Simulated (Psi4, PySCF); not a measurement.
Input for Psi4:
```
memory 2 GB

molecule mol {
0 1
  O    -0.691787   -1.236790   -0.046012
  S    -0.000000    0.000000   -0.000000
  O    -0.725140    1.218401   -0.002092
  O     1.416927    0.018388    0.048104
}

set basis 6-31g**
set reference rks
set scf_type pk
set puream true
set d_convergence 1e-8
set dft_radial_points 99
set dft_spherical_points 590

energy('pbe')
print_variables()
```

Write the same job for PySCF.

Several could match; the one computed here: 
```python
from pyscf import gto, scf, dft

mol = gto.M(
    atom='''
O    -0.69178694   -1.23678958   -0.04601210
S    -0.00000000    0.00000000   -0.00000000
O    -0.72514024    1.21840142   -0.00209182
O     1.41692719    0.01838817    0.04810392
''',
    basis='6-31g**',
    verbose=4,
)

mf = dft.RKS(mol)
mf.xc = 'pbe'
mf.grids.atom_grid = (99, 590)
mf.grids.prune = None
mf.kernel()
```

Both were run: Psi4 gave -623.362774 Eh and PySCF -623.362774 Eh, 0.000 mEh apart.
